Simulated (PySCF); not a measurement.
C4H12Si3.
Atom-mapped SMILES: `[CH3:1][Si@@H:2]1[CH:3]=[CH:4][SiH2:5][CH2:6][SiH2:7]1`

Structure used (GFN2-xTB), in Å, numbered top down from 1:
```
atom  x, y, z in Å
C1     2.887    0.014    0.143
Si2    1.196   -0.207   -0.711
C3     0.372    1.499   -0.727
C4    -0.839    1.824   -0.275
Si5   -2.141    0.729    0.539
C6    -1.940   -1.097    0.057
Si7   -0.173   -1.750    0.332
H8     3.488    0.771   -0.353
H9     2.772    0.316    1.181
H10    3.452   -0.914    0.132
H11    1.483   -0.509   -2.133
H12    0.979    2.295   -1.156
H13   -1.143    2.865   -0.357
H14   -2.031    0.871    2.000
H15   -3.464    1.221    0.117
H16   -2.194   -1.213   -0.997
H17   -2.663   -1.696    0.609
H18    0.042   -1.885    1.782
H19   -0.092   -3.125   -0.192
```

NICS = −σ at a ghost point: NICS(0) at the centroid of the ring atoms, NICS(1) 1 Å to either side along the normal of their mean plane, zz for the tensor component along that normal. Level: GIAO PBE0/pcSseg-1 (PySCF, non-relativistic, gas phase) on the GFN2-xTB geometry, one conformer.

Ring bond lengths (Å), with Mayer bond orders in brackets: Si2–C3 1.895 (0.87), C3–C4 1.332 (1.96), C4–Si5 1.886 (0.89), Si5–C6 1.899 (0.93), C6–Si7 1.904 (0.91), Si7–Si2 2.311 (0.93).

Question: Give the NICS values of each ring in ppm.

Answer: 
| ring | type | NICS(0) | NICS(1), two faces | NICS(1)zz, two faces | rms pucker (Å) | centre to ring atoms, mean (Å) |
| --- | --- | --- | --- | --- | --- | --- |
| Si2–C3–C4–Si5–C6–Si7 | 6-membered ring with 3 Si; formal bonds 1 double, 5 single | -0.2 | -1.2 / -0.9 | 5.0 / 5.0 | 0.23 | 1.83 |

Question: What do they say, and how far can they be read as aromaticity?

Answer: 
- Si2–C3–C4–Si5–C6–Si7: mean NICS(1)zz 5.0 ppm, deshielded. Si2, Si5, C6, Si7 have four or more neighbours, and the NICS criterion for π rings isn't applied.

Question: What field does 11.7 T along the ring normal induce along that normal at the first NICS(1) probe listed for ring Si2–C3–C4–Si5–C6–Si7, 1 Å off the ring?

Answer: NICSzz × B0 = 5.0 ppm × 11.7 T = 58 μT, along the applied field.

Question: What are the shieldings of the ring atoms and their hydrogens in the same run (means over atoms taken as equivalent)?

Answer: 
```
atoms                  environment  σ isotropic (ppm)  principal values of the symmetric part, first atom (ppm)
  Si2                  SiH silicon              410.6                                       382.7, 418.3, 430.7
   C3             alkene CH carbon               27.4                                         -93.9, 7.0, 168.9
   C4             alkene CH carbon               33.5                                         -80.1, 8.3, 172.3
  Si5                 SiH2 silicon              406.1                                       378.4, 399.4, 440.7
   C6  sp3 carbon bound to silicon              202.1                                       187.2, 202.3, 216.7
  Si7                 SiH2 silicon              431.7                                       396.2, 427.4, 471.6
  H11                Si–H hydrogen              27.11                                          24.1, 25.3, 31.9
  H12             vinylic hydrogen              24.18                                          22.0, 23.4, 27.1
  H13             vinylic hydrogen              24.53                                          23.3, 23.7, 26.7
  H14                Si–H hydrogen              27.18                                          24.6, 24.9, 32.1
  H15                Si–H hydrogen              27.12                                          23.4, 24.9, 33.0
  H16           methylene hydrogen              31.81                                          27.2, 28.9, 39.4
  H17           methylene hydrogen              31.67                                          26.0, 28.2, 40.8
  H18                Si–H hydrogen              27.61                                          24.4, 26.0, 32.4
```

The list is cut; further classes of hydrogen are left out.
